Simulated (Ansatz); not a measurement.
Cost and result for the atomization energy of C₂H₄ClNSi (`N=C1[SiH2]C1Cl`) (9 atoms, 9 bonds).

Z-matrix (Å, degrees):
```
Si
C 1 1.848
C 1 1.895 2 47.0
H 1 1.477 2 116.0 3 -108.2
H 1 1.480 2 125.2 3 94.8
N 2 1.255 1 147.1 3 151.2
Cl 3 1.755 1 132.0 2 -109.6
H 3 1.092 1 108.7 2 106.2
H 6 1.027 2 110.6 1 -146.4
```

Total charge 0; spin multiplicity 1. The geometry is a stationary point of PBE0-D4/def2-TZVP. It is one conformer, not always the lowest. Program: Ansatz. All runs use 4 threads of an Arm Neoverse V1 on a shared host. Times are those of one run each, without the atoms' runs, and a repeat can differ threefold. Electronic energies, without spin–orbit coupling; frozen cores. CCSD(T)/CBS adds CCSD(T) − MP2 in def2-TZVPP to the MP2 limit, and its time is that of the two runs behind it. T1 = 0.013; the RHF reference is unstable towards UHF. B3LYP takes the VWN-RPA correlation (the form of Gaussian; ORCA's B3LYP/G).

CCSD(T)/CBS is a level of theory with its own doubt, some kJ/mol a heavy atom from the limit and from the frozen cores, so smaller differences don't rank the functionals.

```csv
level,functions,wall time,atomization (kJ/mol),difference from CCSD(T)/CBS,per bond
PBE-D4/def2-TZVPP (with forces),233,2.3 s,3302.7,137.6,15.3
PBE0-D4/def2-TZVPP,233,2.6 s,3208.9,43.8,4.9
B3LYP-D4/def2-TZVPP (with forces),233,4.2 s,3178.1,13.0,1.4
r2SCAN-D4/def2-TZVPP (with forces),233,4.3 s,3191.1,26.0,2.9
B2PLYP/def2-TZVPP,233,5 s,3133.6,-31.5,-3.5
ωB97X-V/def2-TZVPP,233,7 s,3193.4,28.3,3.1
ωB97M-V/def2-TZVPP (with forces),233,10 s,3192.3,27.2,3.0
MP2/def2-QZVPP,431,19 s,3199.3,34.2,3.8
CCSD(T)/def2-TZVPP,233,87 s,3060.2,-104.9,-11.7
CCSD(T)/CBS(def2),–,110 s,3165.1,0.0,0.0
```

In def2-TZVPP, CCSD(T) changes the Hartree–Fock value by +939.5 kJ/mol (the triples alone add +73.8 kJ/mol) and MP2 by +1016.4 kJ/mol; breaking electron pairs costs correlation energy, which Hartree–Fock lacks. The D4 term adds +36.4 kJ/mol with B3LYP and +18.9 kJ/mol with PBE0; it sums over pairs of atoms, weighted by their polarisabilities, and B3LYP, whose exchange is more repulsive, gets the larger term. From PBE to PBE0 (25 % exact exchange), in def2-TZVPP and without D4, the atomization energy moves by −90.4 kJ/mol: exact exchange takes away binding that semilocal exchange gives to molecules.
